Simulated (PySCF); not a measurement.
Species: C6H13N2 (charge +1).
SMILES with atom numbers: `[CH2:1]=[N:2][CH:3]1[CH2:4][N+:5]([CH3:6])([CH3:7])[CH2:8]1` (hydrogens: H9, H10 on C1; H11 on C3; H12, H13 on C4; H14, H15, H16 on C6; H17, H18, H19 on C7; H20, H21 on C8)

Level of theory: PBE0-D3(BJ)/def2-SVP geometry optimisation, gas phase (PySCF).

**Question.** List the bond lengths, angles and torsions at this level.

**Answer.** 
```tsv
bond	length (Å)	order
C1=N2	1.265	double
N2–C3	1.433	single
C3–C4, C3–C8	1.538	single
C4–N5, N5–C8	1.518	single
N5–C6	1.487	single
N5–C7	1.476	single
C1–H9	1.098	single
C1–H10	1.106	single
C3–H11	1.105	single
C4–H12, C8–H20	1.097	single
C4–H13, C8–H21	1.097	single
C6–H14, C6–H15, C6–H16	1.098	single
C7–H17, C7–H18, C7–H19	1.098	single
```

Bonds in one row agree within 0.01 Å and their mean is given. Orders are formal, as drawn. A selection of angles:
```tsv
angle	degrees
C1–N2–C3	118.8
N2–C3–C4	111.2
C4–C3–C8	86.5
C3–C4–N5	90.8
C4–N5–C6	111.9
C4–N5–C7	116.1
C4–N5–C8	88.0
C6–N5–C7	111.1
```

Dihedral angles: C1–N2–C3–C4 133° (anticlinal); N2–C3–C4–N5 97° (anticlinal); C3–C4–N5–C6 -98° (anticlinal); C4–N5–C8–C3 -15° (synperiplanar); N2–C3–C8–N5 -97° (anticlinal).

C1 (imine carbon) is planar (angles 123.3°, 119.2° and 117.5°, sum 360.0°, 0.00 Å off the plane of its three neighbours). N2 (imine nitrogen) is bent (angle 118.8°). N5 (ammonium nitrogen) has angles from 88.0° to 116.1°. Of the pairs four or more bonds apart, N2···H16 is among the closest relative to their van der Waals radii: 2.44 Å, 89 % of the sum of Bondi's values. The 6 C–N bonds span 1.265 Å (C1=N2, drawn double) to 1.518 Å (C4–N5, drawn single), a spread of 0.253 Å. The 4-membered ring C3–C4–N5–C8 has internal angles of 86.5° to 90.8°; it is puckered, 0.10 Å rms from its mean plane, widest ring torsion 15°.

Point group: Cs (tolerance 0.08 Å). No frequency check.

Hardware: one thread of an Arm Neoverse N1, no GPU, on a shared host. Cost: 2.1 min wall, 0.69 GiB resident at most. These figures are those of the optimisation.

One conformer stands for the species.
